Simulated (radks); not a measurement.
Q: Ge4-, configuration [Kr]. Calculated with a radial shooting solver on a logarithmic mesh with Libxc functionals: scalar-relativistic Kohn-Sham, LB94 model potential, spin-polarised, spherical densities, point nucleus; Watson sphere of charge +4 and radius 2.23 bohr. Some entries of the table are withheld. Estimate them.

orbital  occ.  eigenvalue (eV)  <1/r> (bohr^-1)  <r^2> (bohr^2)
1s          2        -11047.64            32.42        0.002959
2s          2        -1395.990            7.114         0.05167
2p          6        -1223.695            6.994         0.04098
3s          2        -176.0068            2.268             (1)
3p          6              (2)            2.122          0.4963
3d         10         -37.7159            1.786          0.6960
4s          2         -19.7368           0.6300           4.892
4p          6         -11.4191           0.5004           7.512

A: 
(1) 3s <r^2> (bohr^2): 0.4531
(2) 3p eigenvalue (eV): -123.5400
